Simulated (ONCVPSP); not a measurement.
**Building the ONCV potential for V (LDA (Perdew-Wang 92), scalar-relativistic).**

vanadium, optimised norm-conserving Vanderbilt (ONCV), made with ONCVPSP 4.0.1 (LDA (Perdew-Wang 92), scalar-relativistic). Core [Ne], reference 3s2 3p6 3d3 4s1.5 (charge +0.5). Waves: 3s+4s: rc 1.75 bohr, ncon 4, nbas 8, qcut 5.7 1/bohr, 2 projectors; 3p: rc 1.10 bohr, ncon 4, nbas 7, qcut 8.6 1/bohr, 2 projectors, debl 0.8 Ha; 3d: rc 2.05 bohr, ncon 3, nbas 8, qcut 8.8 1/bohr, 3 projectors, debl 0.4 Ha. Local part: polynomial inside 0.95 bohr (lpopt 5, dvloc0 1 Ha). Core correction: Teter function, fcfact 4.5, rcfact 1.65.

In the p channel the program set the typed energies aside and used -1.750, 0.250 Ha.

Q: Estimate the cutoffs (Ha) at which the residual kinetic energy of the hardest occupied pseudo-wave falls to 1 and 0.1 mHa per electron.

A: 26 Ha and 57 Ha.

Q: Does the potential have ghost states?

A: No bound ghost flagged; no localised positive-energy state flagged.

Q: Tests: 3s2 3p6 3d3 4s2; 3s2 3p6 3d3 4s1; 3s2 3p6 3d3 4s0; 3s1 3p6 3d3 4s2. Which has the largest error in its energy relative to the reference configuration, and how large is it?

A: 3s1 3p6 3d3 4s2, with -490 meV (all-electron minus pseudo) on +73.87 eV.
